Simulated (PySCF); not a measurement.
Radial density of Pb (lead, neutral)

r2SCAN, [Xe] 4f14 5d10 6s1 6p2 6d1, one real determinant (an excited configuration). Calculation: PySCF 2.14, in aug-cc-pwCVTZ-DK3; scalar relativity by spin-free X2C-1e.

```tsv
r (bohr)	4πr²ρ (e/bohr)	4πr²(ρα − ρβ)
0.0157	105.7	0.0080
0.0265	108.9	0.0204
0.0445	153.5	0.0268
0.0749	127.0	-0.0143
0.126	142.9	0.0524
0.212	92.53	0.0007
0.356	97.75	0.0584
0.599	39.30	0.1940
1.01	21.67	-0.0888
1.70	6.073	0.9997
2.85	1.430	1.1927
4.80	0.3492	0.3483
8.07	0.1116	0.1116
13.6	0.0002085	0.0002
```

Densities and radii are taken from the X2C orbitals without a picture-change correction, which distorts them close to the nucleus.

⟨L²⟩ = 7.92 against 12 for a pure F term, so this real determinant mixes terms. Spin-orbit coupling is strong in this species (close to jj coupling), so the high-spin LS determinant is a model state, not a physical level. The outer electron is Rydberg-like, and this basis confines it to a smaller radius and binds it less than a complete one would.

**Question.** Where is the radial spin density 4πr²(ρα − ρβ) most negative, and why is it negative at all?

**Answer.** Around r = 1.01 bohr, down to -0.0888 e/bohr: exchange with the open shell polarises the paired shells in an unrestricted calculation.
